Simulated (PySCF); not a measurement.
Tin: a sound run and one with changed settings

Sound run: Sn+ [Kr] 4d10 5s2 5p1, Sn(2+) [Kr] 4d10 5s2. Calculation: PySCF 2.14, in x2c-TZVPall; scalar relativity by spin-free X2C-1e. In the sound run the correlated levels freeze [Kr] 4d10. The sound run starts from symmetry-adapted Hartree-Fock orbitals and uses a fine grid where one is needed.

Changed run: a valence shell is frozen. This setting is unsound on purpose.

Ionisation energy of Sn+:

| method | sound run (eV) | changed run (eV) |
| --- | --- | --- |
| UHF | 13.717 | 13.717 |
| MP2 | 13.906 | 13.717 |
| SCS-MP2 | 13.893 | 13.717 |
| CCSD | n/a | 13.717 |
| CCSD(T) | n/a | 13.717 |
| CCSDT | n/a | 13.717 |
| FCI | n/a | 13.717 |

Freezing a valence shell removes pair correlation that changes on ionisation.

For comparison, NIST gives 14.633 eV between the lowest levels.
